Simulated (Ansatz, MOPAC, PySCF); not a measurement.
Ligand exchange on a metal centre used in film growth or etching (Y Cl-F). Isolated molecules, 0 K electronic values unless said otherwise.

Quantity: redistribution energy (mixed species minus the weighted end members), in kcal/mol. Semi-empirical values (MOPAC) are differences of heats of formation.

Level 1: frozen-core MP2/def2-TZVPP // r2SCAN-D4/def2-SVP (Ansatz, a program for electronic structure)
Level 2: B3LYP/6-311+G** (LANL2DZ on Y) // r2SCAN-D4/def2-SVP (PySCF)
Level 3: PBE/6-31G* (LANL2DZ on Y) // r2SCAN-D4/def2-SVP (PySCF)
Level 4: PM7 // r2SCAN-D4/def2-SVP (MOPAC)

```
species                               level 1  level 2  level 3  level 4
------------------------------------  -------  -------  -------  -------
2 of 3 Cl replaced by F: [Y(Cl)(F)2]    -0.61    -0.26    -2.31    -1.46
1 of 3 Cl replaced by F: [Y(Cl)2(F)]    -0.52    -0.17    -2.09    -1.58
```
